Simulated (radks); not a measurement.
Values are calculated unless marked as measured or tabulated.
Removal energies from the scandium ion Sc7+, [Ne] 3s2 3p(1/2: 2, 3/2: 0), by Delta-SCF beside the eigenvalue of the level emptied. Level of theory: Dirac Kohn-Sham, BLYP, spin-unpolarised, spherical densities, finite nucleus; Fermi nuclear charge, rms radius of each element as measured or else 0.836 A^(1/3) + 0.57 fm (a radial shooting solver on a logarithmic mesh with Libxc functionals). Sub-shells are occupied by j as written (lower j first in brackets).

removed from,final configuration,Delta-SCF (eV),-eigenvalue (eV)
3p1/2,"[Ne] 3s2 3p(1/2: 1, 3/2: 0)",157.24,146.01
3s1/2,"[Ne] 3s1 3p(1/2: 2, 3/2: 0)",180.12,168.72
2p3/2,"[He] 2s2 2p(1/2: 2, 3/2: 3) 3s2 3p(1/2: 2, 3/2: 0)",556.02,523.20
2p1/2,"[He] 2s2 2p(1/2: 1, 3/2: 4) 3s2 3p(1/2: 2, 3/2: 0)",560.98,527.91
